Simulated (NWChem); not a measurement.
System: C$_{7}$H$_{7}$, doublet; SMILES Cc1c[c]ccc1

Here is an NWChem input.

```
start job
memory heap 200 mb stack 900 mb global 1100 mb
geometry units angstroms noautoz
  C      0.062660    -2.380338     0.007383
  C     -0.008739    -0.879932    -0.008901
  C     -1.255687    -0.224182    -0.006727
  C     -1.253401     1.149984     0.001758
  C     -0.140109     1.959918     0.005989
  C      1.094742     1.299655     0.001262
  C      1.151812    -0.094888    -0.006582
  H     -0.145876    -2.774609     1.015987
  H     -0.677758    -2.826103    -0.673859
  H      1.058647    -2.739378    -0.288445
  H     -2.185207    -0.802271    -0.012922
  H     -0.202146     3.051225     0.009656
  H      2.021187     1.881200     0.000907
  H      2.126765    -0.589974    -0.012717
end
basis spherical
  * library def2-svp
end
dft
  odft
  mult 2
  xc revpbe cpbe96
  iterations 150
  mulliken
end
task dft energy
```

Structure relaxed at the PBE0/def2-SVP, spin-unrestricted level. Not confirmed as a minimum by frequencies. No stability test was run on the SCF state.

Question: Give the results of this calculation. (revPBE/def2-SVP, spin-unrestricted.) Quantities: energy (Ha); highest occupied level (eV); lowest empty minus highest occupied level, either spin (eV); dipole (D); <S²>.

Answer: 
```yaml
energy (Ha): -270.61
highest occupied level (eV): -5.34
lowest empty minus highest occupied level, either spin (eV): 2.53
dipole (D): 1.13
"<S²>": 0.757
```
